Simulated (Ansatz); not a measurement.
A run for Ansatz (an electronic-structure program): R-RI-MP2/aug-cc-pVTZ on HF (SMILES F) with ghost functions. Files ending in .json are basis or fitting sets from the Basis Set Exchange.

Ansatz 0.2 input:
```yaml
crystal:
  periodic: [false, false, false]
  atoms:
    - {symbol: F, position_ang: [1.92069771, 0.89780426, 3.73871002]}
    - {symbol: H, position_ang: [1.31767754, 0.59818720, 3.05958892]}
basis:
  gaussian:
    orbitals: aug-cc-pVTZ
    fitting: {mean_field: def2-universal-JKFIT, correlation: aug-cc-pVTZ-RIFIT.json}
    ghost_atoms:
      - {symbol: C, position_ang: [-0.81961779, -0.59600906, 2.46606368]}
      - {symbol: O, position_ang: [0.30629081, 0.09500580, 1.93705396]}
      - {symbol: Ga, position_ang: [0.60977218, 0.39946948, 0.17661847]}
      - {symbol: H, position_ang: [-1.49901563, -0.92624417, 1.67507676]}
      - {symbol: H, position_ang: [-0.47995652, -1.47015689, 3.02537897]}
      - {symbol: H, position_ang: [-1.36446284, 0.06328739, 3.14486741]}
      - {symbol: H, position_ang: [-0.50086895, -0.17494581, -0.75500837]}
      - {symbol: H, position_ang: [1.92416496, 1.17865520, -0.07774270]}
magnetization: {spin_polarized: false}
correlation: {method: mp2, electrons: outside_noble_gas}
scf: {lower_state_search: off}
```

The head of its log:

```
WARN ansatz: RAYON_NUM_THREADS=1 ignored (pool sized by the plan → 1); use --threads N
Functional definition: HF
these checks for a lower state are left out or cut short: stability, starts, cluster_reference, orbital_swaps, neighbouring_geometries, increment
integrals: 0.44 GiB planned
603 factors; integrals over basis functions are off by at most 1.1e0 eV
mean field: 0.71 GiB planned
mean field evaluation 1: about -2721.7059 eV, gradient 2.5e1 eV
mean field evaluation 2: about -2722.3787 eV, gradient 1.7e1 eV
mean field evaluation 4: about -2722.7138 eV, gradient 3.9e-1 eV
mean field -2722.71446725 eV, -100.0579111492 hartree, gradient 1.8e-6 eV, S^2 0.000000; 0 other end points of the search recorded, 0 dependent functions left out
1 core orbitals not correlated
785 factors; their error is unknown
reference -2722.71446725 eV, -100.0579111492 hartree; 4, 4 occupied and 330, 330 virtual orbitals, 785 factors
```

Q: Give the final energy of this run.

A: -100.3402 hartree.
